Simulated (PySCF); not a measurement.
## Solvent effects on NMR parameters

Bonds (- single, = double, # triple, : aromatic): O1#C2, C2-C3, C3-O4, O4-C5, C5-F6, C5-F7. C3 carries H8, H9; C5 carries H10. Formal charges: O1 +1.

Total charge +1.

GIAO PBE0/pcSseg-1 in PySCF 2.14.0 with density-fitted response routines on one PBE0-D3(BJ)/def2-SVP conformer, non-relativistic, equivalent nuclei averaged. Solvents enter as an IEF-PCM continuum (benzene with ε = 2.3, dichloromethane with ε = 8.9) around the gas-phase geometry. Shifts are referred to TMS, CFCl3 computed in the same medium.

In benzene, δ in ppm: C2 158.4, C5 120.0, C3 50.1, F6/F7 -102.5, H10 6.78, H8/H9 6.15. Dipole moment 5.13 D.

(1) How does each δ change in the more polar medium?

(2) Which nuclei move most (in ppm), and what does the model miss?

Results:

(1) 
```csv
atoms,environment,"Δδ, dichloromethane"
C2,acylium carbon,+1.0
C5,sp3 CH bonded to 2 F and O,+0.6
C3,sp3 CH2 bonded to O,+1.0
F6/F7,fluorine of a CF2 group,-1.0
H10,hydrogen on an sp3 CH bonded to 2 F and O,0.00
H8/H9,hydrogen on an sp3 CH2 bonded to O,+0.15
```

Changes are relative to benzene. The dipole moment becomes 5.38 D in dichloromethane.

(2) C2 (acylium carbon, +1.0 ppm) and C3 (sp3 CH2 bonded to O, +1.0 ppm) and F6/F7 (fluorine of a CF2 group, -1.0 ppm) in dichloromethane. A continuum only polarises the solute; specific hydrogen bonds, the anisotropy of aromatic solvents and changes of geometry or conformer are outside it, as are counter-ions.
